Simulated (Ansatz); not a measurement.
One geometry of the cluster Sn₂H, several levels of theory.

```yaml
crystal:
  periodic: [false, false, false]
  atoms:
    - {symbol: Sn, position_ang: [-0.160057, -0.221501, 0.094965]}
    - {symbol: Sn, position_ang: [1.274964, 1.758797, -0.742137]}
    - {symbol: H, position_ang: [-1.114907, -1.537286, 0.647172]}
basis:
  gaussian: {orbitals: def2-TZVP, initial_orbitals: start.molden}
magnetization: {spin_polarized: true, initial_magnetization: 1}
hamiltonian: {xc: r2scan, dispersion: d4}
scf: {omitted_lower_state_checks: [starts]}
output: {orbitals: {seedname: orbitals}}
```

The file start.molden holds the orbitals of an earlier run on this structure, at another level or in another basis.

```sh
$ ansatz run in.yaml --threads 4 --pin off --events-out ev --progress --plain --max-ram 3916MiB
```

Output, abridged:

```
Functional definition: r2SCAN
820 factors; their error is unknown
mean field evaluation 1: about -11682.7027 eV, gradient 3.5e0 eV
mean field evaluation 2: about -11682.7423 eV, gradient 4.8e-2 eV
mean field evaluation 4: about -11682.7375 eV, gradient 2.0e-4 eV
mean field evaluation 8: about -11682.7375 eV, gradient 1.6e-5 eV
mean field -11682.73749359 eV, -429.3326840457 hartree, gradient 4.6e-6 eV, S^2 0.756713; 0 other end points of the search recorded, 0 dependent functions left out
reference -11682.73751393 eV, -429.3326847930 hartree; 23, 22 occupied and 83, 84 virtual orbitals, 820 factors
Total energy: -11682.75139681 eV, -429.3331949794 hartree
Checks for a lower state left out: starts
```

Hardware: 4 threads of Arm Neoverse V1 on a shared host. Wall time 7.5 s.

The first input with `hamiltonian: {xc: lda}` (abridged; 2.9 s):

```
Functional definition: SPW92
mean field -11660.02259177 eV, -428.4979268004 hartree, gradient 2.0e-6 eV, S^2 0.750972
Total energy: -11660.02262541 eV, -428.4979280366 hartree
Checks for a lower state left out: starts
```

The first input with `hamiltonian: {xc: pbe0, dispersion: d4}` (abridged; 8.5 s):

```
Functional definition: PBE0
mean field -11678.62887180 eV, -429.1816949795 hartree, gradient 4.9e-6 eV, S^2 0.753914
Total energy: -11678.69454818 eV, -429.1841085420 hartree
Checks for a lower state left out: starts
```

The first input with `hamiltonian: {xc: pbe, dispersion: d4}`, `output: {forces: true, orbitals: {seedname: orbitals}}` (abridged; 17 s):

```
Functional definition: PBE
mean field evaluation 16: about -11678.3666 eV, gradient 1.6e-2 eV
mean field -11678.36658338 eV, -429.1720560581 hartree, gradient 2.6e-10 eV, S^2 0.752134
Total energy: -11678.44362407 eV, -429.1748872513 hartree
Atom 0 force    -0.064545    -0.089070     0.037649 eV/Å
Atom 1 force     0.188722     0.260334    -0.109839 eV/Å
Atom 2 force    -0.124177    -0.171264     0.072189 eV/Å
Dipole moment:     0.037253     0.051372    -0.021641 e Å
Checks for a lower state left out: starts
```

As the first input, with `gaussian: {orbitals: def2-TZVPP, initial_orbitals: start.molden}`, `correlation: {method: ccsd_t}`, `scf: {omitted_lower_state_checks: [starts, cluster_reference]}` and without the key `hamiltonian` (abridged; 73 s):

```
Functional definition: HF
mean field evaluation 16: about -11626.3668 eV, gradient 3.6e-6 eV
mean field evaluation 32: about -11626.3668 eV, gradient 2.7e-6 eV
mean field evaluation 64: about -11626.3668 eV, gradient 9.4e-4 eV
mean field evaluation 96: about -11626.3665 eV, gradient 1.2e-1 eV
mean field evaluation 128: about -11626.3668 eV, gradient 7.6e-4 eV
mean field evaluation 160: about -11626.3668 eV, gradient 2.7e-6 eV
mean field -11626.36677602 eV, -427.2610983844 hartree, gradient 2.7e-9 eV, S^2 1.376848
8 core orbitals not correlated: weight in the atoms' cores, before any rotation towards them, 1.000 or more for the frozen orbitals, at most 0.000 for the correlated occupied ones
second order -16.08049454 eV of doubles, -0.00000000 eV of singles
cycle   1  -15.41128633 eV  change    6.7e-1 eV  update   1.3e-1
cycle   2  -15.92508541 eV  change   -5.1e-1 eV  update   5.2e-2
cycle   3  -16.03231454 eV  change   -1.1e-1 eV  update   4.5e-2
cycle   4  -16.05779637 eV  change   -2.5e-2 eV  update   3.1e-2
cycle   5  -16.12064785 eV  change   -6.3e-2 eV  update   2.0e-2
cycle   6  -16.14543183 eV  change   -2.5e-2 eV  update   8.2e-3
cycle   7  -16.14341339 eV  change    2.0e-3 eV  update   3.0e-3
cycle   8  -16.14751888 eV  change   -4.1e-3 eV  update   1.7e-3
cycle   9  -16.14693170 eV  change    5.9e-4 eV  update   8.1e-4
cycle  10  -16.14643739 eV  change    4.9e-4 eV  update   4.1e-4
cycle  11  -16.14716764 eV  change   -7.3e-4 eV  update   2.2e-4
cycle  12  -16.14709054 eV  change    7.7e-5 eV  update   1.1e-4
cycle  13  -16.14710997 eV  change   -1.9e-5 eV  update   5.9e-5
cycle  14  -16.14711186 eV  change   -1.9e-6 eV  update   2.7e-5
perturbative correction -0.61916054 eV, -0.0227537303 hartree
Total energy: -11643.13304843 eV, -427.8772475306 hartree
Checks for a lower state left out: starts, cluster_reference
```

As the first input, with `hamiltonian: {xc: {name: revPBE}, dispersion: d4}` (abridged; 6 s):

```
Functional definition: revPBE
mean field -11681.10319227 eV, -429.2726245799 hartree, gradient 3.9e-6 eV, S^2 0.752758
Total energy: -11681.24329701 eV, -429.2777733339 hartree
Checks for a lower state left out: starts
```

Geometry: r2SCAN-D4/def2-TZVP.

In the def2 sets Sn takes a core potential; there is no spin–orbit coupling. Correlated methods freeze 8 core orbitals; core or outer-core shells of Sn are correlated, in sets that lack core-valence functions. At LDA (SPW92)/def2-TZVP the gap within one spin of the charge 0 doublet nearly closes, so an electron or hole may be smeared out by delocalisation error. At CCSD(T)/def2-TZVPP T1 of the charge 0 doublet is large (up to 0.050), so the single-reference result is doubtful. At CCSD(T)/def2-TZVPP the charge 0 doublet is spin-contaminated (final ⟨S²⟩ up to 1.38, 0.75 for a pure state). Another isomer (doublet) lies 0.58 eV lower at PBE0-D4/def2-TZVP; other spin states weren't run for this one.
